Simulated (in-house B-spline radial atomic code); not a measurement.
**Mn3+: [Ar] 3d(3 up, 0 down) 4d(1 up, 0 down) (an excited or competing configuration)**

All numbers are computed (non-relativistic PBE0, spin-polarised, spherical fractional occupations; point nucleus) with a B-spline radial code for spherical atoms, not measured.

Effective charges: Z_r = [3n² - l(l+1)]/(2<r>) from the radius, Z_e = n√(-2ε) from the energy, and Slater's rules. Values are occupation-weighted means over spin.

```
shell  electrons   ε (eV)  <r> (bohr)    Z_r    Z_e  Slater
   1s          2    -6467     0.06156  24.37  21.80   24.70
   2s          2  -799.14      0.2819  21.28  15.33   20.85
   2p          6  -691.33       0.248  20.16  14.26   20.85
   3s          2  -136.96      0.8412  16.05   9.52   13.75
   3p          6  -104.83      0.8754  14.28   8.33   13.75
   3d          3  -54.242      0.9702  10.82   5.99    6.30
   4d          1  -17.366       3.348   6.27   4.52    4.00
```

The least bound orbital is 4d up at -17.37 eV, and it is also the most diffuse (<r> = 3.348 bohr).

Caution: exact exchange at fractional occupations of open shells leaves self-interaction of up to several eV.
